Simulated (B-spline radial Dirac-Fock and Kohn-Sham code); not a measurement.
# Auger parameter of zirconium: the K level and its strongest K-LL line

Level of theory: ΔSCF Dirac-Fock with Breit, self-energy and vacuum polarisation, finite nucleus, configuration average; an atomic code on a B-spline grid. The modified Auger parameter α′ is the binding energy plus the kinetic energy of the Auger electron; it does not depend on the energy zero. For free ions it tends to fall with charge, since less charge screens the final holes.

```tsv
species	configuration	binding 1s (eV)	Auger line	kinetic (eV)	α′ (eV)
Zr	[Kr] 4d2 5s2	18006.0	L2L3 J=2	13344.3	31350.3
Zr⁺	[Kr] 4d2 5s1	18013.5	L2L3 J=2	13335.3	31348.7
Zr⁺	[Kr] 4d1 5s2	18017.7	L2L3 J=2	13329.4	31347.1
Zr⁺	[Kr] 4d2 5p1	18014.7	L2L3 J=2	13334.1	31348.9
Zr⁺ (Watson 1.8 Å)	[Kr] 4d2 5s1	18006.3	L2L3 J=2	13343.0	31349.2
Zr²⁺	[Kr] 4d2	18022.2	L2L3 J=2	13325.3	31347.5
Zr²⁺ (Watson 1.6 Å)	[Kr] 4d2	18005.0	L2L3 J=2	13343.1	31348.1
Zr²⁺ (Watson 2.4 Å)	[Kr] 4d2	18010.2	L2L3 J=2	13337.3	31347.5
Zr³⁺	[Kr] 4d1	18036.6	L2L3 J=2	13308.1	31344.7
Zr⁴⁺	[Ar] 3d10 4s2 4p6	18052.8	L2L3 J=2	13289.2	31342.0
Zr⁴⁺ (Watson 2.7 Å)	[Ar] 3d10 4s2 4p6	18031.5	L2L3 J=2	13310.5	31342.0
Zr⁴⁺ (Watson 3 Å)	[Ar] 3d10 4s2 4p6	18033.6	L2L3 J=2	13308.4	31342.0
Zr⁸⁺	[Ar] 3d10 4s2 4p2	18147.4	L2L3 J=2	13194.4	31341.8
```

Values without a named source are computed, but for edge energies of neutral atoms, which are taken from tables.
